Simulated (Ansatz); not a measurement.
`[NH2][AlH][Br]` and `[NH2][AlH][Cl]` differ in one element.

Ansatz, PBE0-D4/def2-TZVP geometries, multiplicity 1. Each molecule was computed in one conformer, which needn't be the lowest.

Scalar relativity is left out up to krypton.

```csv
property,`[NH2][AlH][Br]`
zero-point energy (PBE0-D4/def2-TZVP) / kJ/mol,88.7
LUMO energy (B3LYP/def2-TZVPP) / eV,-0.79
HOMO energy (PBE/def2-TZVPP) / eV,-6.43
HOMO–LUMO gap (ωB97M-V/def2-TZVPP) / eV,11.19
size of the dipole moment (B3LYP/def2-TZVPP) / D,2.21
HOMO energy (PBE0/def2-TZVPP) / eV,-7.80
```

Problem. Give the same properties after the change, and the shifts. (Best estimate.)

Solution. The calculation gave: 
| property | `[NH2][AlH][Cl]` | shift |
| --- | --- | --- |
| zero-point energy (PBE0-D4/def2-TZVP) / kJ/mol | 89.7 | 1.0 |
| LUMO energy (B3LYP/def2-TZVPP) / eV | -0.67 | 0.12 |
| HOMO energy (PBE/def2-TZVPP) / eV | -6.42 | 0.01 |
| HOMO–LUMO gap (ωB97M-V/def2-TZVPP) / eV | 11.35 | 0.16 |
| size of the dipole moment (B3LYP/def2-TZVPP) / D | 2.18 | -0.03 |
| HOMO energy (PBE0/def2-TZVPP) / eV | -7.81 | -0.01 |

Dipoles are sizes alone; their direction can turn.

B3LYP here is the variant with VWN-RPA as its local correlation; programs differ in this.

Spin–orbit coupling is left out; it splits and shifts lone-pair levels of the heavy atoms by tenths of an eV.
